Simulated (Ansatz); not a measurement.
Species: GeH₃F, charge 0, singlet. GeH3F (SMILES [F][GeH3]).
B3LYP-D3(BJ)/def2-TZVP minimum from Ansatz (an electronic-structure program):
```xyz
5

Ge    -0.2994     0.1240    -0.0605
F      1.2933    -0.5358     0.2614
H     -0.9543    -0.8203    -1.0772
H     -0.0710     1.5322    -0.6256
H     -1.0338     0.1411     1.2866
```

Hartree-Fock and MP2 correlation energies in hartree (Ansatz). UHF or UKS for unpaired electrons; spin-orbit terms are left out. Cores are frozen in correlated methods (noble-gas shells, and filled d and f shells in the p block). No relativity.

```json
[
 {"basis": "cc-pVTZ", "X": "3", "E(HF)": "-2176.65657", "E(corr, MP2)": "-0.38331"},
 {"basis": "cc-pVQZ", "X": "4", "E(HF)": "-2176.67077", "E(corr, MP2)": "-0.41657"},
 {"basis": "cc-pV5Z", "X": "5", "E(HF)": "-2176.67357", "E(corr, MP2)": "withheld"}
]
```

### Question
Fit E(corr) = E∞ + A/X³ to X = 3 and 4, predict X = 5, and compare with the run.

### Answer
A = (-0.38331 - (-0.41657))/(1/27 - 1/64) = 1.5533; E∞ = -0.41657 - A/64 = -0.44084; at X = 5, E∞ + A/125 = -0.42841. The run gave -0.43053, 2.12 mEh below the prediction. The same form on X = 4 and 5 gives E∞ = -0.44518, 4.34 mEh below the first estimate.
